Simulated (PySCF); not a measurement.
Distorted geometries of [Eu(H2O)3]2+

[Eu(H2O)3]2+ (singlet in the valence; each metal's 4f electrons, 7 of them, lie in its core potential, out of spins and levels). PySCF 2.14.0, RKS BP86, Eu lcecp-0-SVP with ECP53, O def2-SVP, H def2-SVP; non-relativistic Hamiltonian with scalar-relativistic core potentials where named; density fitting; no spin-orbit coupling. Relaxed geometry:

```xyz
10

Eu    0.0000    0.0000    0.0000
O     2.4932    0.0000    0.0000
H     3.1046    0.6250    0.4526
H     3.1046   -0.6250   -0.4526
O    -1.2466    2.1592    0.0000
H    -2.0936    2.3761    0.4526
H    -1.0110    3.0012   -0.4526
O    -1.2466   -2.1592    0.0000
H    -1.0110   -3.0012    0.4526
H    -2.0936   -2.3762   -0.4526
```

Question: Order these distorted geometries by energy above the relaxed one, lowest first.
A.
```xyz
10

Eu    0.0713    0.0861   -0.0613
O     2.3781   -0.0710   -0.0340
H     3.0856    0.5485    0.4619
H     3.1019   -0.5384   -0.3595
O    -1.2966    2.1048    0.0053
H    -2.0566    2.2774    0.3473
H    -1.0703    3.0750   -0.5595
O    -1.1751   -2.0846    0.0356
H    -1.0284   -3.0047    0.4466
H    -2.0098   -2.3932   -0.2823
```
B.
```xyz
10

Eu    0.0151    0.0295    0.1410
O     2.4675   -0.1484   -0.1500
H     3.1445    0.6749    0.4833
H     3.1128   -0.4582   -0.4800
O    -1.2020    2.0621    0.0080
H    -2.2136    2.2276    0.2964
H    -1.1352    3.0841   -0.3845
O    -1.2831   -2.0590    0.0921
H    -0.9018   -2.9990    0.4628
H    -2.0042   -2.4136   -0.4690
```
C.
```xyz
10

Eu    0.2165    0.0338   -0.0102
O     2.4058   -0.0686   -0.0484
H     3.1531    0.6592    0.4001
H     3.1060   -0.5832   -0.3438
O    -1.3604    2.1362   -0.0779
H    -2.0616    2.3382    0.5036
H    -0.9664    2.9601   -0.4232
O    -1.2232   -2.1402   -0.0280
H    -1.1774   -3.0126    0.3163
H    -2.0924   -2.3228   -0.2886
```

Answer: C (1.51 eV), A (1.78 eV), B (3.12 eV).

Question: Which forces (eV/Å) act in the one that lies 1.51 eV up?

Answer: 
```
Eu  -3.33 -0.10 -0.03
O    3.12  5.00  3.03
H   -2.96 -1.90 -1.20
H    2.61 -3.15 -1.84
O    2.82 -1.57 -1.50
H   -2.05  0.93  1.48
H   -0.45  0.43  0.05
O    2.14  1.97  0.21
H    1.75 -2.42  1.53
H   -3.66  0.81 -1.73
```
Forces carry noise of the integration grid, about 0.01 to 0.03 eV/Å.

A frequency check found unstable modes (3, the lowest at -22 cm⁻¹), so the relaxed geometry is a saddle point, or these are noise. An lcecp potential fixes the number of 4f electrons, so in runs with it no electron can move into or out of that shell.
